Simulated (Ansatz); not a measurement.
Relaxation of Al₆Ga with UKS PBE0-D4/def2-SVP.

```sh
$ ansatz run in.yaml --threads 4 --pin off --events-out ev --progress --plain --max-ram 4787MiB
```

```yaml
crystal:
  periodic: [false, false, false]
  atoms:
    - {symbol: Ga, position_ang: [0.264000, 0.409400, -4.177300]}
    - {symbol: Al, position_ang: [1.265100, 1.279100, -1.906000]}
    - {symbol: Al, position_ang: [-1.010600, 0.595100, -2.103200]}
    - {symbol: Al, position_ang: [-0.907500, -2.074200, -0.363100]}
    - {symbol: Al, position_ang: [-0.909200, -2.076000, -2.818100]}
    - {symbol: Al, position_ang: [1.131500, -1.325100, -1.615400]}
    - {symbol: Al, position_ang: [0.000000, 0.000000, 0.000000]}
basis:
  gaussian: {orbitals: def2-SVP}
magnetization: {spin_polarized: true, initial_magnetization: 1}
hamiltonian: {xc: pbe0, dispersion: d4}
scf: {lower_state_search: "off"}
output: {orbitals: {seedname: orbitals}}
relax: {f_tol: 0.02, max_steps: 100}
```

Hardware: 4 threads of Arm Neoverse V1 on a shared host. Wall time 2.8 min, peak host memory 0.66 GiB.

Positions (Å) and forces (eV/Å) at steps 1, 2, 3, 4, 5, 7, 8, 9, 10, 11, 12, 13, 14, 15, 16, 17, 18, 19, 21 of 21:

```xyz
7
step=1 energy=-91913.6573 eV
Ga    0.264    0.409   -4.177    0.303   -0.679   -0.560
Al    1.265    1.279   -1.906    1.725    0.286    0.301
Al   -1.011    0.595   -2.103   -3.032   -0.310   -0.013
Al   -0.907   -2.074   -0.363   -1.501   -1.590    0.541
Al   -0.909   -2.076   -2.818   -0.042    0.483   -1.003
Al    1.131   -1.325   -1.615    2.159   -0.560   -1.476
Al    0.000    0.000    0.000    0.387    2.370    2.209
7
step=2 energy=-91914.7019 eV
Ga    0.242    0.224   -4.128    0.214   -0.190   -0.155
Al    1.298    1.246   -1.884    0.688    0.415   -0.148
Al   -1.177    0.581   -2.044   -1.044   -0.167    0.076
Al   -0.962   -2.057   -0.402   -0.648   -0.731    0.053
Al   -0.861   -1.943   -2.937    0.035    0.196   -0.144
Al    1.252   -1.321   -1.667    0.544   -0.315   -0.449
Al    0.041    0.078    0.078    0.211    0.792    0.767
7
step=3 energy=-91914.8781 eV
Ga    0.351    0.135   -3.986    0.070   -0.032   -0.204
Al    1.344    1.410   -1.876    0.119    0.003   -0.005
Al   -1.270    0.487   -2.000   -0.297   -0.143    0.030
Al   -1.069   -2.034   -0.426   -0.101   -0.113   -0.259
Al   -0.925   -2.006   -2.979    0.051    0.267    0.389
Al    1.258   -1.292   -1.802    0.150   -0.097   -0.082
Al    0.144    0.107    0.086    0.009    0.115    0.130
7
step=4 energy=-91914.9081 eV
Ga    0.361    0.137   -4.003    0.006   -0.018   -0.028
Al    1.367    1.398   -1.891    0.015   -0.018    0.078
Al   -1.339    0.481   -2.004    0.080   -0.025    0.065
Al   -1.094   -2.067   -0.431   -0.030   -0.098    0.014
Al   -0.911   -1.932   -2.913   -0.053   -0.098   -0.120
Al    1.321   -1.309   -1.804   -0.096    0.106    0.024
Al    0.129    0.100    0.064    0.078    0.152   -0.033
7
step=5 energy=-91914.9158 eV
Ga    0.369    0.127   -4.002    0.015    0.032    0.026
Al    1.375    1.410   -1.879   -0.011   -0.063   -0.022
Al   -1.326    0.454   -1.992   -0.004    0.009    0.011
Al   -1.094   -2.061   -0.443    0.008   -0.017    0.049
Al   -0.927   -1.953   -2.932   -0.026   -0.005   -0.051
Al    1.292   -1.288   -1.811    0.044    0.016    0.006
Al    0.144    0.120    0.077   -0.025    0.027   -0.020
7
step=7 energy=-91914.9208 eV
Ga    0.369    0.151   -4.012   -0.019   -0.040    0.049
Al    1.411    1.368   -1.882    0.035    0.028    0.031
Al   -1.336    0.473   -2.010   -0.022    0.019   -0.011
Al   -1.034   -2.114   -0.419    0.028   -0.018   -0.039
Al   -0.945   -1.930   -2.927   -0.041   -0.035   -0.033
Al    1.278   -1.289   -1.798    0.017   -0.016   -0.014
Al    0.089    0.149    0.065    0.002    0.062    0.017
7
step=8 energy=-91914.9334 eV
Ga    0.385    0.171   -3.999   -0.033   -0.114    0.182
Al    1.513    1.317   -1.869    0.051    0.120    0.085
Al   -1.382    0.511   -2.054   -0.138    0.224   -0.016
Al   -0.883   -2.232   -0.383    0.087    0.061   -0.258
Al   -1.014   -1.892   -2.917   -0.070   -0.221    0.060
Al    1.237   -1.294   -1.794    0.080   -0.133   -0.032
Al   -0.024    0.229    0.032    0.024    0.063   -0.019
7
step=9 energy=-91915.2960 eV
Ga    0.402    0.168   -3.941    0.041   -0.144    0.676
Al    1.626    1.292   -1.833   -0.420   -0.870   -0.235
Al   -1.461    0.572   -2.108   -0.876    0.641    0.017
Al   -0.718   -2.337   -0.367    0.457    0.244   -0.263
Al   -1.095   -1.874   -2.901   -0.013    0.390   -0.119
Al    1.207   -1.316   -1.803    1.109   -0.491    0.103
Al   -0.129    0.304   -0.029   -0.299    0.229   -0.179
7
step=10 energy=-91915.7137 eV
Ga    0.374    0.172   -3.849    0.167   -0.103    0.391
Al    1.682    1.171   -1.822   -0.493   -0.502   -0.192
Al   -1.618    0.683   -2.147   -0.307    0.130   -0.123
Al   -0.566   -2.370   -0.374   -0.049    0.162    0.116
Al   -1.109   -1.802   -2.888    0.213    0.455    0.093
Al    1.316   -1.421   -1.789    0.381    0.076   -0.189
Al   -0.246    0.376   -0.114    0.088   -0.218   -0.097
7
step=11 energy=-91915.7976 eV
Ga    0.338    0.156   -3.821    0.199    0.025   -0.223
Al    1.507    1.096   -1.866    0.062   -0.093    0.155
Al   -1.665    0.784   -2.151    0.110   -0.192    0.056
Al   -0.619   -2.239   -0.361   -0.083   -0.751    0.300
Al   -0.985   -1.706   -2.859   -0.082    0.143    0.049
Al    1.473   -1.515   -1.770   -0.195    0.284   -0.238
Al   -0.216    0.231   -0.154   -0.010    0.585   -0.099
7
step=12 energy=-91915.8986 eV
Ga    0.384    0.162   -3.811    0.056   -0.128   -0.180
Al    1.571    1.099   -1.825   -0.154   -0.052    0.217
Al   -1.684    0.826   -2.224    0.052   -0.014   -0.061
Al   -0.524   -2.370   -0.281    0.085   -0.077    0.002
Al   -1.035   -1.657   -2.772   -0.134    0.033   -0.055
Al    1.419   -1.490   -1.842    0.002    0.056   -0.076
Al   -0.297    0.239   -0.227    0.095    0.181    0.154
7
step=13 energy=-91915.9724 eV
Ga    0.430    0.058   -3.884    0.076   -0.016    0.017
Al    1.431    1.097   -1.731    0.032   -0.011   -0.090
Al   -1.541    0.941   -2.302   -0.025   -0.037   -0.178
Al   -0.372   -2.451   -0.276   -0.035    0.117   -0.010
Al   -1.134   -1.597   -2.673   -0.163    0.067    0.072
Al    1.416   -1.479   -1.925    0.105    0.135   -0.031
Al   -0.396    0.239   -0.191    0.008   -0.255    0.219
7
step=14 energy=-91915.9913 eV
Ga    0.461   -0.011   -3.922   -0.092   -0.051    0.163
Al    1.340    1.108   -1.686    0.219    0.072   -0.095
Al   -1.449    1.022   -2.368   -0.014   -0.084   -0.118
Al   -0.292   -2.492   -0.276   -0.054    0.103   -0.092
Al   -1.208   -1.541   -2.577   -0.105    0.046    0.023
Al    1.432   -1.455   -1.967    0.103    0.117    0.029
Al   -0.451    0.178   -0.187   -0.056   -0.202    0.090
7
step=15 energy=-91915.9981 eV
Ga    0.430   -0.183   -3.882    0.052   -0.107    0.043
Al    1.326    1.195   -1.697   -0.297    0.246   -0.112
Al   -1.376    1.074   -2.417    0.177    0.395    0.158
Al   -0.267   -2.569   -0.401    0.011   -0.053    0.063
Al   -1.372   -1.456   -2.503    0.265   -0.170    0.007
Al    1.529   -1.326   -1.858   -0.107   -0.291   -0.137
Al   -0.437    0.073   -0.225   -0.101   -0.020   -0.021
7
step=16 energy=-91916.0301 eV
Ga    0.441   -0.196   -3.878   -0.013    0.005   -0.094
Al    1.278    1.212   -1.743    0.016    0.049    0.090
Al   -1.361    1.133   -2.386    0.024    0.009    0.007
Al   -0.271   -2.595   -0.365   -0.008    0.092   -0.098
Al   -1.299   -1.442   -2.509   -0.190   -0.156    0.005
Al    1.501   -1.353   -1.871    0.112   -0.017    0.092
Al   -0.455    0.049   -0.232    0.060    0.018   -0.001
7
step=17 energy=-91916.0403 eV
Ga    0.420   -0.256   -3.876    0.039   -0.039   -0.025
Al    1.275    1.241   -1.695   -0.080    0.002   -0.071
Al   -1.310    1.135   -2.413   -0.039    0.148    0.039
Al   -0.246   -2.594   -0.421    0.013   -0.017    0.054
Al   -1.383   -1.445   -2.483    0.044    0.055    0.004
Al    1.537   -1.315   -1.860    0.072   -0.069    0.006
Al   -0.459    0.042   -0.236   -0.049   -0.081   -0.008
7
step=18 energy=-91916.0432 eV
Ga    0.410   -0.398   -3.845   -0.024   -0.147   -0.089
Al    1.222    1.294   -1.704   -0.034   -0.077    0.114
Al   -1.251    1.221   -2.440   -0.081   -0.019    0.088
Al   -0.203   -2.650   -0.503    0.011    0.142    0.008
Al   -1.491   -1.370   -2.422    0.107    0.055   -0.158
Al    1.626   -1.255   -1.803   -0.003   -0.021   -0.059
Al   -0.479   -0.033   -0.266    0.025    0.067    0.095
7
step=19 energy=-91916.0530 eV
Ga    0.422   -0.336   -3.883   -0.041   -0.030    0.034
Al    1.231    1.260   -1.704    0.035   -0.028    0.041
Al   -1.284    1.196   -2.410   -0.047   -0.002   -0.007
Al   -0.223   -2.616   -0.441    0.010    0.037   -0.041
Al   -1.413   -1.397   -2.461   -0.029   -0.003   -0.029
Al    1.582   -1.296   -1.841    0.034    0.015    0.040
Al   -0.482   -0.003   -0.243    0.037    0.011   -0.037
7
step=21 energy=-91916.0565 eV
Ga    0.411   -0.392   -3.867   -0.008    0.002   -0.012
Al    1.223    1.269   -1.690   -0.009   -0.007    0.007
Al   -1.273    1.215   -2.417    0.001    0.020   -0.005
Al   -0.206   -2.615   -0.480    0.008    0.003    0.005
Al   -1.454   -1.376   -2.452    0.000   -0.009   -0.005
Al    1.619   -1.275   -1.827    0.000   -0.006    0.013
Al   -0.487   -0.016   -0.250    0.009   -0.005   -0.003
```

The relaxation made no stability test and no search for a lower SCF solution. The structure comes from a short search, and lower isomers may exist.
